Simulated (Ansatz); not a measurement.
A structure drawn as `[F][GeH2][O][GeH3]`, with this starting geometry:

Cartesian coordinates in Å:
```
F 1.016 1.432 -2.432
Ge 0.574 0.949 -0.874
O -0.162 -0.684 -0.986
Ge -0.600 -1.054 0.809
H 1.841 0.893 0.041
H -0.433 1.986 -0.304
H -1.618 -0.016 1.309
H 0.678 -1.075 1.659
H -1.296 -2.431 0.776
```

Total charge 0; spin multiplicity 1.

(1) Relax it with Ansatz at PBE-D4/def2-SVP and then PBE0-D4/def2-TZVP. Is the drawn bonding still there?

(2) Give the relaxed structure. (An estimate is asked.)

Atoms count as bonded under 1.1 times the sum of their covalent radii (H–H under 0.85 Å, pairs among N, O and F under 1.55 Å), and a drawn bond as lost past 1.3 times.

Results:

(1) Yes, every drawn bond is still there and no new one forms.

(2) Ansatz gave: 
Z-matrix (Å, degrees):
```
Ge
O 1 1.749
F 1 1.730 2 104.2
H 1 1.535 2 111.2 3 114.7
H 1 1.535 2 111.2 3 -114.7
Ge 2 1.776 1 132.3 3 179.5
H 6 1.540 2 108.8 1 -59.8
H 6 1.531 2 105.4 1 -179.7
H 6 1.540 2 108.8 1 60.4
```
The lowest mode is -47 cm⁻¹.
